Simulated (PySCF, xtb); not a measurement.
Si(H)2(NH2)2 (H6N2Si), SMILES [SiH2](N)N. Atoms are numbered in the order given.

```xyz
9

Si     0.0000     0.0000    -0.4989
N      1.3883     0.0049     0.5011
N     -1.3883    -0.0049     0.5011
H     -0.2108     1.1876    -1.3776
H      0.2108    -1.1876    -1.3776
H      1.5494     0.7347     1.1755
H      2.2459    -0.4164     0.1864
H     -2.2459     0.4164     0.1864
H     -1.5494    -0.7347     1.1755
```
Charge 0, spin multiplicity 1.

The structure is a stationary point at PBE0-D3(BJ)/def2-TZVP. One conformer was computed; it need not be the lowest.

Level of theory: IEF-PCM-ωB97X/def2-SVP (PySCF).

The values are the electrostatic part of the solvation free energy, E(continuum) − E(gas) at the gas-phase geometry, in a cavity of scaled van der Waals radii (PySCF's table); cavitation and dispersion terms are not included. In vacuum the orbital gap is 13.40 eV. The dipole moment in vacuum is 0.81 D.

### Question
Estimate the values in water (ε = 78.36), benzene (ε = 2.27), n-hexane (ε = 1.88). (An estimate is asked for; the answer gives what the named calculation found.)

### Answer

```
solvent       ε  ΔG(elec) (kcal/mol)  dipole (D)  gap (eV)
--------  -----  -------------------  ----------  --------
water     78.36                 -4.4        0.99     13.51
benzene    2.27                 -2.0        0.90     13.45
n-hexane   1.88                 -1.6        0.88     13.44
```

For comparison, GFN2-xTB/ALPB(water) (xtb, at the GFN2-xTB geometry, all terms of that model) gives -3.8 kcal/mol.
